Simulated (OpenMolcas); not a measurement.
Computed levels of 3d⁸ in ions with 26 electrons, in cm-1 above ³F₄.

```
Program             : OpenMolcas
Method              : CASSCF
Basis               : ANO-RCC-VQZP
Scalar Hamiltonian  : DKH2, point nucleus
Spin-orbit coupling : state interaction with AMFI integrals over the reference wave functions, term energies averaged over their components
```

Active space for each ion: 8 electrons in 5 orbitals (3d).

| Level | Co+ | Cu3+ |
| --- | --- | --- |
| ³F₃ | 962 | 1837 |
| ³F₂ | 1633 | 3078 |
| ¹D₂ | 14487 | 19595 |
| ³P₂ | 17586 | 23773 |
| ³P₁ | 17901 | 24220 |
| ³P₀ | 18101 | 24571 |
| ¹G₄ | 22487 | 30380 |
| ¹S₀ | 54258 | 72987 |

Task: Estimate ³F₂, ¹D₂, ³P₂ for Ni2+ from its neighbours Co+ and Cu3+.

Result: ³F₂ is fine structure, which grows about as the fourth power of a screened charge, so the fourth roots are averaged: ((1633^0.25 + 3078^0.25) / 2)^4 = 2270. The calculation gives 2302, so the estimate is off by -1.4 %; the measured value is 2270 (Corliss and Sugar, J. Phys. Chem. Ref. Data 10, 197 (1981)).
¹D₂ is another term, which grows about linearly with the charge: (14487 + 19595) / 2 = 17041. The calculation gives 17143, so the estimate is off by -0.6 %; the measured value is 14032 (Corliss and Sugar, J. Phys. Chem. Ref. Data 10, 197 (1981)).
³P₂ is another term, which grows about linearly with the charge: (17586 + 23773) / 2 = 20680. The calculation gives 20768, so the estimate is off by -0.4 %; the measured value is 16662 (Corliss and Sugar, J. Phys. Chem. Ref. Data 10, 197 (1981)).

Without dynamic correlation excited terms often stand tens of per cent too high (terms of higher spin than the ground term too low), and those without a measured partner can miss by more than the paired ones. Some levels mix across a computed gap that differs much from the measured one, so their mixing is not that of the real levels (holds for Ni2+). Measured partners are found by configuration, term and J. A level has none where our copy of the source lacks it or the pairing is in doubt (some pairs that miss far off the trend of their configuration count as doubtful), and it then counts in no deviation. Levels of configurations outside the active space are missing.
